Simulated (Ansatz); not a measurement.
Basis sets compared for (HBe-mu-Cl)2 (Be₂H₂Cl₂). Charge 0, multiplicity 1. Geometry PBE0-D4/def2-TZVP. Ansatz on 4 threads of Arm Neoverse V1 on a shared host; times are rough, and most runs start from earlier orbitals.

Cartesian coordinates in Å:
```
Be 0.013 -1.219 -0.409
H 0.027 -2.485 -0.833
Cl -0.209 -0.486 1.442
Be -0.013 1.219 0.409
H -0.027 2.485 0.833
Cl 0.209 0.486 -1.442
```

Binding counts from free atoms (Be singlet, H doublet, Cl doublet) in the same basis, without a counterpoise term.

| level | functions | energy (Eh) | HOMO (eV) | LUMO (eV) | binding per atom (eV) | wall time |
| --- | --- | --- | --- | --- | --- | --- |
| PBE-D4/def2-SVP | 64 | -950.4599 | -7.16 | -1.65 | 2.93 | 0.4 s |
| PBE-D4/def2-TZVP (with forces) | 124 | -950.8151 | -7.14 | -1.57 | 2.91 | 0.9 s |
| r2SCAN-D4/def2-TZVP | 124 | -951.1821 | -7.47 | -1.13 | 2.96 | 1.7 s |
| PBE0-D4/def2-SVP | 64 | -950.5549 | -8.53 | -0.83 | 2.90 | 0.6 s |
| PBE0-D4/def2-TZVP | 124 | -950.9073 | -8.48 | -0.72 | 2.90 | 0.95 s |

(1) Estimate the rows for PBE-D4/def2-TZVPD, r2SCAN-D4/def2-TZVPD, PBE0-D4/def2-TZVPD.

Answers

(1) 
| level | functions | energy (Eh) | HOMO (eV) | LUMO (eV) | binding per atom (eV) | wall time |
| --- | --- | --- | --- | --- | --- | --- |
| PBE-D4/def2-TZVPD | 154 | -950.8178 | -7.17 | -1.63 | 2.92 | 1.3 s |
| r2SCAN-D4/def2-TZVPD | 154 | -951.1840 | -7.49 | -1.16 | 2.96 | 2.3 s |
| PBE0-D4/def2-TZVPD | 154 | -950.9095 | -8.50 | -0.79 | 2.90 | 1.5 s |
